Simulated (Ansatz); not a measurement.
Reaction (ligand exchange at the Si–F bond): `C[Si@H](O)O[Si@@H](O)F` + HCl → `C[Si@@H](O)O[Si@H](O)Cl` + H–F

Calculated with Ansatz (gas phase, PBE0-D4/def2-TZVP geometries, no zero-point term in ΔE). CBS: MP2 limit from def2 TZ/QZ plus the TZ coupled-cluster correction, frozen cores. This one scheme is used for every species. Functionals use def2-TZVPP. B3LYP here is the variant with VWN-RPA as its local correlation; programs differ in this. Each species was taken in one conformer, which may not be the lowest.

```tsv
level	ΔE (kJ/mol)
B3LYP-D4	51.9
CCSD(T)/def2-TZVPP	53.3
MP2/def2-QZVPP	45.6
CCSD/CBS(def2)	52.1
```

Question: What does CCSD(T)/CBS give? (An estimate is asked.)

Answer: Ansatz gave: +49.2 kJ/mol. The listed levels differ from it by 2.7, 4.1, -3.6, 2.9 kJ/mol.

Largest T1 diagnostic among the species: 0.012.

In def2-TZVPP, CCSD(T) changes the Hartree–Fock value by −12.2 kJ/mol (the triples alone add −2.9 kJ/mol) and MP2 by −18.3 kJ/mol. The D4 term adds −8.2 kJ/mol with B3LYP and −4.5 kJ/mol with PBE0; it sums over pairs of atoms, weighted by their polarisabilities, and B3LYP, whose exchange is more repulsive, gets the larger term.
